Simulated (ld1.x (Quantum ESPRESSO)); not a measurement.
**What the settings do to the PAW potential of lead (Pb)**

Base potential:

- Element: Pb
- Generator: ld1.x (Quantum ESPRESSO) 7.5
- Type: PAW
- Functional: PBE
- Relativity: fully relativistic
- Frozen core: [Xe] 4f14
- Valence charge: 14
- Reference configuration: 5d10 6s2 6p1.75 (charge +0.25)
- Partial waves: 6s (bound): rcut 1.65, rcutus 1.90 bohr; 6s channel at 0.25 Ry: rcut 1.65, rcutus 1.90 bohr; 6p (bound): rcut 1.70, rcutus 2.35 bohr; 6p channel at -0.05 Ry: rcut 1.70, rcutus 2.35 bohr; 5d (bound): rcut 1.75, rcutus 1.90 bohr; 5d channel at 1.75 Ry: rcut 1.75, rcutus 1.90 bohr
- Local potential: all-electron potential smoothed inside 1.60 bohr (lloc = -2)
- Core correction: Bessel-smoothed model core inside 1.15 bohr
- Augmentation charge: PSQ, inside the norm-conserving radii

Open shells are filled in proportion to 2j + 1 (rel_dist='average').

Cutoffs, loose and tight: the cutoffs (Ry, on a coarse ladder) from which the occupation-weighted sum of valence levels, in a spherical-Bessel basis at the reference potential, stays within 10 and 1 mRy of its value at 400 Ry. They do not see the model core or the augmentation charge, which bear on the density cutoff. Test errors are all-electron minus pseudo excitation energies from the reference, over the configurations 5d10 6s2 6p2; 5d10 6s2 6p1; 5d10 6s2 6p0; 5d10 6s2 6p1.5; 5d10 6s2 6p2.3; 5d10 6s0 6p4; 5d10 6s1 6p0. A dash means not determined; rows that change the core or the reference have their own tests. The largest error is taken over the tests solved by every variant that gives reliable tests at all: 5d10 6s0 6p4; 5d10 6s2 6p0; 5d10 6s2 6p1; 5d10 6s2 6p1.5; 5d10 6s2 6p2; 5d10 6s2 6p2.3.

Cutoffs are not given where the Bessel-basis levels miss the radial ones by over 6 mRy, ghosts where they miss by over 20 mRy; a channel whose overlap is not positive is not tested.

```csv
change,outcome,bound ghosts,largest test error (meV)
base,generated,not determined,-2.9
"wave 6s channel at 0.25 Ry: rcut 1.65, rcutus 1.90 bohr becomes 6s channel at -0.87 Ry: rcut 1.65, rcutus 1.90 bohr",generated,not determined,-2.9
"wave 6s channel at 0.25 Ry: rcut 1.65, rcutus 1.90 bohr becomes 6s channel at -0.79 Ry: rcut 1.65, rcutus 1.90 bohr",generated,not determined,-2.9
"wave 6s channel at 0.25 Ry: rcut 1.65, rcutus 1.90 bohr becomes 6s channel at -0.74 Ry: rcut 1.65, rcutus 1.90 bohr",generated,not determined,-2.9
"wave 6s channel at 0.25 Ry: rcut 1.65, rcutus 1.90 bohr becomes 6s channel at -0.48 Ry: rcut 1.65, rcutus 1.90 bohr",generated,not determined,-2.9
"wave 6s channel at 0.25 Ry: rcut 1.65, rcutus 1.90 bohr becomes 6s channel at -0.26 Ry: rcut 1.65, rcutus 1.90 bohr",generated,not determined,-2.9
"wave 6s channel at 0.25 Ry: rcut 1.65, rcutus 1.90 bohr becomes 6s channel at 0.03 Ry: rcut 1.65, rcutus 1.90 bohr",generated,not determined,-2.9
"wave 6s channel at 0.25 Ry: rcut 1.65, rcutus 1.90 bohr becomes 6s channel at 0.85 Ry: rcut 1.65, rcutus 1.90 bohr",generated,not determined,-2.9
"wave 6s channel at 0.25 Ry: rcut 1.65, rcutus 1.90 bohr becomes 6s channel at 1.76 Ry: rcut 1.65, rcutus 1.90 bohr",generated,not determined,-2.9
"wave 6s channel at 0.25 Ry: rcut 1.65, rcutus 1.90 bohr becomes 6s channel at 3.27 Ry: rcut 1.65, rcutus 1.90 bohr",generated,not determined,-2.9
"wave 6s channel at 0.25 Ry: rcut 1.65, rcutus 1.90 bohr becomes 6s channel at 6.01 Ry: rcut 1.65, rcutus 1.90 bohr",generated,not determined,-2.9
```
